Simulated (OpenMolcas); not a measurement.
## How basis sets differ on Si4H10 (SMILES [SiH3][SiH]([SiH3])[SiH3])

Si4H10 has 14 atoms, charge 0, and is taken as a singlet. As SMILES, `[SiH3][SiH]([SiH3])[SiH3]`. The coordinates come from a PBE0-D4/def2-TZVP relaxation.

```xyz
14

Si   -1.5866    0.4498   -1.4682
Si   -0.4377   -0.0333    0.5091
Si    1.1240    1.6511    0.9411
Si    0.6600   -2.0859    0.2975
H    -2.5888   -0.6079   -1.7687
H    -2.2875    1.7581   -1.3657
H    -0.6156    0.5179   -2.5936
H    -1.4095   -0.1072    1.6393
H     2.0910    1.7223   -0.1875
H     1.8753    1.3664    2.1933
H     0.4526    2.9720    1.0755
H     1.4045   -2.4175    1.5422
H     1.6287   -2.0082   -0.8292
H    -0.3105   -3.1776    0.0150
```

Quantity: the HOMO–LUMO gap, in eV. The values are calculated.

| level | kind | program | value (eV) | CPU time |
| --- | --- | --- | --- | --- |
| HF/ANO-RCC-MB (DKH2) | Hartree–Fock | OpenMolcas | 15.26 | 3.4 s |
| HF/STO-3G | Hartree–Fock | OpenMolcas | 17.79 | 3.7 s |
| HF/3-21G | Hartree–Fock | OpenMolcas | 13.63 | 5.8 s |
| HF/6-31G* (spherical functions) | Hartree–Fock | OpenMolcas | 13.63 | 20 s |

The values span 13.63 to 17.79 eV. A Hartree–Fock LUMO above zero doesn't converge with the basis: it sinks as sets grow more diffuse. Orbital gaps aren't excitation energies. CPU times are rough (shared hosts, several kinds of processor): they show what a rung costs within a factor of a few.
